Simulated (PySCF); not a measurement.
The calculation used delta-SCF UKS SCAN, pcX-2 on the ionised atom, pcseg-1 elsewhere, spin-free X2C in PySCF. Geometries: PBE0-D3(BJ)/def2-SVP; isolated species, one conformer each. Values against the vacuum level. For 2p shells one spin-free hole was relaxed; a mean-field spin–orbit operator and the ground-state splitting of the three 2p orbitals were then diagonalised within the shell. The shell's mean is (2 × 2p3/2 + 2p1/2)/3, and the degeneracies 2j + 1 give areas of 2:1.

Question: Rank by computed C 1s binding energy, lowest first.
A. C5 in `[BH3-:1][N+:2]#[C:3][CH2:4][CH:5]1[CH2:6][CH2:7][CH2:8][CH2:9]1`
B. C2 in `[BH2:1][C@@H:2]1[CH2:3][C@@H:4]2[CH2:5][CH2:6][CH2:7][C@H:8]12`
C. C5 in `[CH3:1][NH:2][Si@@H:3]1[CH2:4][CH2:5][C@H:6]([CH3:7])[SiH2:8]1`
D. C1 in `[CH3:1][CH2:2]/[CH:3]=[CH:4]/[SiH2:5][NH:6][SiH2:7][CH3:8]`

Answer: B (289.85 eV), C (290.25 eV), D (290.62 eV), A (291.32 eV).

The highest is bonded to 3 C and H, the lowest to 2 C, H and B; the range is 1.47 eV.

Question: Rank by computed Si 1s binding energy, lowest first.
A. Si3 in `[CH3:1][NH:2][Si@@H:3]1[CH2:4][CH2:5][C@H:6]([CH3:7])[SiH2:8]1`
B. Silicon in `N(/[SiH2]O)=C\C`
C. Si5 in `[CH3:1][SiH2:2]/[CH:3]=[CH:4]/[SiH2:5][N:6]([CH3:7])[CH3:8]`

Answer: A (1845.72 eV), C (1846.17 eV), B (1847.27 eV).

From the lowest up, the atoms are bonded to: N, C, H and Si (1845.72); N, C and 2 H (1846.17); O, N and 2 H (1847.27).

Question: Rank by computed Si 2p3/2 binding energy, lowest first.
A. Silicon in `C/C=N/[SiH2]O`
B. Si5 in `[CH3:1][CH2:2]/[CH:3]=[CH:4]/[SiH2:5][NH:6][SiH2:7][CH3:8]`
C. Si3 in `[CH3:1][NH:2][Si@@H:3]1[CH2:4][CH2:5][C@H:6]([CH3:7])[SiH2:8]1`

Answer: C (105.90 eV), B (106.40 eV), A (107.27 eV).

The highest is bonded to O, N and 2 H, the lowest to N, C, H and Si; the range is 1.37 eV.
